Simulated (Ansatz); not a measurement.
The same path of ClGeH₃ (5 atoms, charge 0, multiplicity 1) was run 3 times with different band settings. Lost on the way: Ge1–H3. Made: Cl2–H3.

Computed with RKS PBE-D4/def2-SVP (Ansatz 0.2.0).

Relaxed end points:

```xyz
5
Properties=species:S:1:pos:R:3
Ge 0.298 0.000 0.077
Cl 0.695 0.000 2.221
H 1.664 0.000 -0.650
H -0.513 1.278 -0.247
H -0.513 -1.278 -0.247
```

```xyz
5
Properties=species:S:1:pos:R:3
Ge -0.207 0.000 -0.823
Cl 1.397 0.000 1.370
H 2.525 0.000 0.720
H -1.042 1.148 -0.056
H -1.042 -1.148 -0.056
```

Common settings: movable images 9; start path through a guess of the saddle point; force threshold 0.03 eV/Å; iteration limit 60; end points relaxed.

| run | climbing image | spring | optimiser |
| --- | --- | --- | --- |
| 1 | yes | 5.0 eV/Å² | quadratic models (default) |
| 2 | yes | 0.1 eV/Å² | quadratic models (default) |
| 3 | from the first iteration | 5.0 eV/Å² | fire |

What does each run give, and how far can it be trusted?

Run 1: converged after 9 iterations, highest image 2.108 eV above the first end. A vibrational analysis at the climbing image gives one clearly imaginary mode, 432i cm⁻¹: a first-order saddle point.
Run 2: converged after 8 iterations, highest image 2.108 eV above the first end. Another band between the same ends (9 images) ends at a top of the same energy, where a vibrational analysis finds 1 clearly imaginary mode.
Run 3: converged after 53 iterations, highest image 2.108 eV above the first end. Another band between the same ends (9 images) ends at a top of the same energy, where a vibrational analysis finds 1 clearly imaginary mode.
The orbitals stay closed-shell, which can raise the energy where a bond breaks towards radicals; this wasn't checked here.
